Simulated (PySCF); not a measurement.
# Correlation energy of Nb²⁺ (niobium, charge +2)

[Kr] 4d2 5s1, high-spin 4F determinant (an excited configuration). All numbers are calculated (PySCF 2.14, scalar relativity by spin-free X2C-1e, in x2c-TZVPPall with one added diffuse shell each of s, p, d, f type (9s7p7d3f1g, 95 functions)). Frozen: [Ar] 3d10; 11 electrons correlated.

| level | correlation energy (mhartree) |
| --- | --- |
| CCSD | -262.06 |
| (T) | -5.85 |
| CCSD(T) | -267.91 |

Diagnostics: T1 = 0.0065, D1 = 0.0236, largest double amplitude 0.024.

Is a single reference adequate?

Yes, within this model without spin-orbit coupling: T1 lies below 0.03 and no double amplitude reaches 0.07.

This basis was not built for core-valence correlation, so the inner-shell part is incomplete.
